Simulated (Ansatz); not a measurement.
```yaml
crystal:
  periodic: [false, false, false]
  atoms:
    - {symbol: Ge, position_ang: [-3.733735, -0.955681, -1.876224]}
    - {symbol: Ge, position_ang: [-3.752760, 1.913496, 0.973852]}
    - {symbol: Ge, position_ang: [-0.925001, -0.989532, -4.674590]}
    - {symbol: Ge, position_ang: [-0.905790, -3.750223, -1.891212]}
    - {symbol: Ge, position_ang: [-0.881728, -0.920448, 0.928511]}
    - {symbol: Ge, position_ang: [1.943520, -3.722921, 0.891409]}
    - {symbol: Ge, position_ang: [1.897891, -0.976489, -1.898781]}
    - {symbol: Ge, position_ang: [1.912971, -1.008087, 3.722725]}
    - {symbol: Ge, position_ang: [-0.953271, 1.960222, -1.893497]}
    - {symbol: Ge, position_ang: [-0.949213, 4.703177, 0.887943]}
    - {symbol: Ge, position_ang: [1.903259, 1.853312, 0.945844]}
    - {symbol: Ge, position_ang: [-0.939671, 1.904348, 3.755707]}
    - {symbol: Ge, position_ang: [4.678312, -0.964670, 0.938055]}
    - {symbol: Ge, position_ang: [-2.339569, -2.361077, -3.304815]}
    - {symbol: Ge, position_ang: [-2.326179, 0.506500, -0.531482]}
    - {symbol: Ge, position_ang: [-2.285882, 3.291508, 2.337586]}
    - {symbol: Ge, position_ang: [0.493392, 0.489663, -3.311439]}
    - {symbol: Ge, position_ang: [0.454824, -2.357347, -0.509146]}
    - {symbol: Ge, position_ang: [0.472030, 0.524014, 2.388744]}
    - {symbol: Ge, position_ang: [3.322548, -2.349128, 2.326816]}
    - {symbol: Ge, position_ang: [3.323148, 0.441160, -0.482968]}
    - {symbol: Ge, position_ang: [0.443122, 3.323028, -0.483744]}
    - {symbol: H, position_ang: [-4.714182, -0.086426, -2.847488]}
    - {symbol: H, position_ang: [-4.616118, -1.800437, -0.996553]}
    - {symbol: H, position_ang: [-4.597636, 1.003167, 1.799178]}
    - {symbol: H, position_ang: [-4.650082, 2.829564, 0.008609]}
    - {symbol: H, position_ang: [-1.761079, -0.023800, -5.557020]}
    - {symbol: H, position_ang: [-0.092997, -1.851014, -5.630622]}
    - {symbol: H, position_ang: [-1.889137, -4.646882, -1.036071]}
    - {symbol: H, position_ang: [-0.031283, -4.660943, -2.757720]}
    - {symbol: H, position_ang: [-1.840105, -1.866043, 1.773095]}
    - {symbol: H, position_ang: [0.972764, -4.659485, 1.819405]}
    - {symbol: H, position_ang: [2.744505, -4.670355, 0.042899]}
    - {symbol: H, position_ang: [2.778952, -1.815376, -2.764404]}
    - {symbol: H, position_ang: [1.012314, -1.802623, 4.600155]}
    - {symbol: H, position_ang: [2.742484, -0.021126, 4.658624]}
    - {symbol: H, position_ang: [-1.850535, 2.802082, -2.824985]}
    - {symbol: H, position_ang: [-1.803897, 5.613261, 0.047576]}
    - {symbol: H, position_ang: [-0.016859, 5.631248, 1.767638]}
    - {symbol: H, position_ang: [2.782897, 2.701315, 1.842993]}
    - {symbol: H, position_ang: [-1.826367, 0.991870, 4.622737]}
    - {symbol: H, position_ang: [-0.064592, 2.812271, 4.626130]}
    - {symbol: H, position_ang: [5.623531, -1.791747, 0.046135]}
    - {symbol: H, position_ang: [5.608369, -0.092269, 1.797099]}
    - {symbol: H, position_ang: [-3.259728, -3.202994, -4.213312]}
    - {symbol: H, position_ang: [-3.267192, 4.200086, 3.254076]}
    - {symbol: H, position_ang: [1.390919, 1.373980, -4.230580]}
    - {symbol: H, position_ang: [4.199277, -3.210086, 3.234007]}
    - {symbol: H, position_ang: [4.140258, 1.394377, -1.361154]}
    - {symbol: H, position_ang: [1.362330, 4.140623, -1.341764]}
basis:
  gaussian: {orbitals: def2-mTZVPP, fitting: {mean_field: def2-universal-jkfit}}
hamiltonian: {xc: {name: PBE0-DH}}
scf: {omitted_lower_state_checks: [starts]}
output: {forces: true}
```

```sh
$ ansatz run in.yaml --threads 11 --pin off --events-out ev --progress --plain --max-ram 174080MiB --backend cuda --devices 0, --max-vram 75GiB
```

Output, abridged:

```
Functional definition: PBE0-DH
6356 factors; integrals over basis functions are off by at most 3.6e-1 eV
mean field evaluation 1: about -1243628.7859 eV, gradient 4.1e1 eV
mean field evaluation 2: about -1243628.7656 eV, gradient 4.1e1 eV
mean field evaluation 4: about -1243631.0486 eV, gradient 3.5e0 eV
mean field evaluation 8: about -1243631.0811 eV, gradient 3.7e-1 eV
mean field evaluation 16: about -1243631.0815 eV, gradient 9.9e-5 eV
mean field -1243631.08147638 eV, -45702.5992808337 hartree, gradient 8.4e-6 eV, S^2 0.000000; 0 other end points of the search recorded, 0 dependent functions left out
198 core orbitals not correlated: weight in the atoms' cores, before any rotation towards them, 1.000 or more for the frozen orbitals, at most 0.000 for the correlated occupied ones
reference -1243631.08152498 eV, -45702.5992826197 hartree; 168, 168 occupied and 566, 566 virtual orbitals, 6356 factors
second order -164.09996494 eV of doubles, -0.00000000 eV of singles
Total energy: -1243651.59402060 eV, -45703.3531029298 hartree
Atom 0 force    -0.354008     0.962077    -1.253013 eV/Å
Atom 1 force     0.444776     0.642977    -1.551159 eV/Å
Atom 2 force     0.048457     0.784356    -0.295764 eV/Å
Atom 3 force    -1.047970    -0.544178     0.004244 eV/Å
Atom 4 force    -0.727779     0.075713     0.038907 eV/Å
Atom 5 force    -1.525467    -0.548973     1.004433 eV/Å
Atom 6 force    -0.587367     1.130281     0.424278 eV/Å
Atom 7 force     0.310357     1.793480     0.020916 eV/Å
Atom 8 force     0.360967    -0.637830    -0.571307 eV/Å
Atom 9 force     0.715698     0.422777     0.962539 eV/Å
Atom 10 force    -0.621442    -0.027596    -0.759303 eV/Å
Atom 11 force    -0.002021    -0.068139     0.218047 eV/Å
Atom 12 force     0.718319     0.354298    -0.240927 eV/Å
Atom 13 force    -0.128976    -0.096513     0.224984 eV/Å
Atom 14 force    -0.294184    -0.040152     0.775668 eV/Å
Atom 15 force    -1.187394     0.782153     0.438039 eV/Å
Atom 16 force    -0.073609    -0.048580     0.117387 eV/Å
Atom 17 force     0.638754     0.113990     0.440233 eV/Å
Atom 18 force     0.437626    -0.881962    -0.180403 eV/Å
Atom 19 force    -0.115942    -0.272921    -0.015798 eV/Å
Atom 20 force    -0.567708    -0.025580     0.118569 eV/Å
Atom 21 force     0.314052    -0.765144     0.639966 eV/Å
Atom 22 force     0.821069    -0.678269     0.841155 eV/Å
Atom 23 force    -0.257243    -0.272055     0.311523 eV/Å
Atom 24 force    -0.511767    -0.363082     0.417213 eV/Å
Atom 25 force     0.511927    -0.607880     0.757029 eV/Å
Atom 26 force     0.059925    -0.274626     0.131920 eV/Å
Atom 27 force     0.053304    -0.017181     0.060137 eV/Å
Atom 28 force     0.598754     0.379661    -0.329336 eV/Å
Atom 29 force     0.020138    -0.022717     0.034616 eV/Å
Atom 30 force     0.470470     0.494156    -0.365393 eV/Å
Atom 31 force     0.858955     0.800156    -0.747773 eV/Å
Atom 32 force     0.365741    -0.274120    -0.303993 eV/Å
Atom 33 force     0.428201    -0.499604    -0.465708 eV/Å
Atom 34 force    -0.428310    -0.561772     0.487180 eV/Å
Atom 35 force    -0.326554    -0.679533    -0.501537 eV/Å
Atom 36 force     0.089249    -0.023201     0.117870 eV/Å
Atom 37 force    -0.343062     0.232324    -0.259259 eV/Å
Atom 38 force    -0.475030    -0.450295    -0.376939 eV/Å
Atom 39 force     0.208237     0.281885     0.164626 eV/Å
Atom 40 force     0.096832     0.169618    -0.022815 eV/Å
Atom 41 force    -0.030490    -0.089807     0.085206 eV/Å
Atom 42 force    -0.155607    -0.063673     0.084083 eV/Å
Atom 43 force    -0.095657    -0.010611     0.024235 eV/Å
Atom 44 force     0.129968    -0.015528     0.097906 eV/Å
Atom 45 force     0.795019    -0.586194    -0.624263 eV/Å
Atom 46 force    -0.205155    -0.230654     0.213512 eV/Å
Atom 47 force     0.097198    -0.112395     0.018914 eV/Å
Atom 48 force     0.115834    -0.052730    -0.021049 eV/Å
Atom 49 force     0.352914     0.423594    -0.389594 eV/Å
Dipole moment:     0.105383    -0.007654     0.129209 e Å
Checks for a lower state left out: starts
```

Hardware: 11 threads of AMD EPYC 7R13 on a shared host and a whole NVIDIA H100 80GB HBM3. Wall time 66 s, peak host memory 35 GiB.

Correlated methods freeze 198 core orbitals; core or outer-core shells of Ge are correlated, in sets that lack core-valence functions.
